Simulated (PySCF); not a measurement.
Compound: C5H4F2N2.
Bonds: C1–C2, C2–C3 (aromatic), C3–C4 (aromatic), C4–F5, C4–C6 (aromatic), C6–F7, C6–N8 (aromatic), N8–N9 (aromatic), C2–N9 (aromatic). Hydrogens: H10, H11, H12 on C1; H13 on C3.

Theory: PySCF, TDDFT PBE0/def2-SVPD, vertical, gas phase, core orbitals frozen in the response. Geometry: GFN2-xTB; no solvent, vibrations or thermal averaging.

| state | E (eV) | E (hartree) | f | \|μ\| (D) | symmetry | main configurations (H = HOMO, L = LUMO) |
| --- | --- | --- | --- | --- | --- | --- |
| S1 | 3.72 | 0.1366 | 0.0029 | 0.46 | A″ | H→L (99%) |
| S2 | 4.48 | 0.1648 | 0.0002 | 0.10 | – | H→L+1 (100%) |
| S3 | 5.47 | 0.2008 | 0.042 | 1.42 | A′ | H-1→L (85%), H-2→L+1 (13%) |
| S4 | 6.36 | 0.2336 | 0.0002 | 0.10 | – | H-3→L (99%) |
| S5 | 6.41 | 0.2357 | 0.012 | 0.70 | A′ | H-1→L+1 (52%), H-2→L (42%) |
| S6 | 6.73 | 0.2472 | 0.0052 | 0.45 | A′ | H→L+2 (78%), H→L+3 (13%) |
| S7 | 6.92 | 0.2542 | 0.026 | 0.99 | A′ | H→L+3 (75%), H→L+2 (16%) |
| S8 | 7.15 | 0.2629 | 0.0033 | 0.35 | A″ | H-3→L+1 (98%) |

Triplets, Tamm–Dancoff:

| state | E (eV) | λ (nm) | main configurations (H = HOMO, L = LUMO) |
| --- | --- | --- | --- |
| T1 | 2.98 | 415.9 | H→L (94%) |
| T2 | 4.07 | 304.9 | H→L+1 (94%) |
| T3 | 4.26 | 290.9 | H-1→L (97%) |

The lowest singlet comes at 333 nm (359 kJ/mol) in the ultraviolet; it is very weak; its leading configuration is HOMO→LUMO (99%). The most intense listed level is S3 at 5.47 eV (227 nm, f = 0.042), 1.75 eV above S1. Löwdin shares by element: HOMO nitrogen 77%, carbon 16% or more; LUMO carbon 40% or more, nitrogen 37% (atoms not listed hold the other 23%). Of the 8 states listed, 3 reach f = 0.01 and 2 stay under 0.0005. Weighted by f, the mean energy of these states is 6.07 eV. The listed states span 3.43 eV, and the widest gap between neighbours is 0.98 eV (S2 to S3). Symmetry labels in Cs follow from the direction of the transition dipole and are given only for states with f of 0.002 or more. Singlets were solved by full linear response, triplets in the Tamm–Dancoff approximation.

Cost: about 90 s of CPU time on one thread; the machine was shared, so the figure is rough.
